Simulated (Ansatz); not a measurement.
`BOC` + `[AsH3]` → `B[AsH2]` + CH₃OH at 400 K and 1 bar (ligand exchange at a B–O bond).

Computed with Ansatz on PBE0-D4/def2-TZVP structures; ΔE is electronic, products minus reactants. CBS: MP2 limit from def2 TZ/QZ plus the TZ coupled-cluster correction, frozen cores. This one scheme is used for every species. For As outer-core shells are correlated without core-valence functions, which leaves a few kJ/mol of doubt a bond. Scalar relativity is left out up to krypton.

```csv
species,CCSD(T)/CBS energy (Eh),H − E (kJ/mol),S (J/(mol·K))
`BOC`,-141.04597,188.1,287.6
`[AsH3]`,-2236.79077,72.0,234.9
`B[AsH2]`,-2262.17165,113.6,288.1
CH₃OH,-115.61712,151.2,252.6
```

H − E and S are ideal-gas, rigid-rotor, harmonic terms from PBE0-D4/def2-TZVP. 1 Eh = 2625.50 kJ/mol, R = 8.31446 J/(mol·K).

By hand: ΔE, ΔH, ΔS and ΔG.

ΔE = (-2262.17165) + (-115.61712) − (-141.04597) − (-2236.79077) = 0.04797 Eh = 125.9 kJ/mol. Δ(H − E) = 113.6 + 151.2 − 188.1 − 72.0 = 4.7, so ΔH = 130.6 kJ/mol. ΔS = 288.1 + 252.6 − 287.6 − 234.9 = 18.2 J/(mol·K). ΔG = 130.6 − 400 × (18.2)/1000 = 123.3 kJ/mol.

By hand: the equilibrium constant, and the temperature at which ΔG would vanish if ΔH and ΔS stayed fixed.

log₁₀ K = −ΔG/(RT ln 10) = -16.1. ΔG = 0 at ΔH/ΔS = 7176 K, far beyond where these terms or the molecules hold.

ΔH outweighs TΔS. A doubt of 5 kJ/mol in ΔE shifts log₁₀ K by 0.7 here. These are equilibria of isolated gas molecules and say nothing of rates. Largest T1 diagnostic: 0.014 (customary marks: 0.02 for closed shells, 0.045 for open ones).
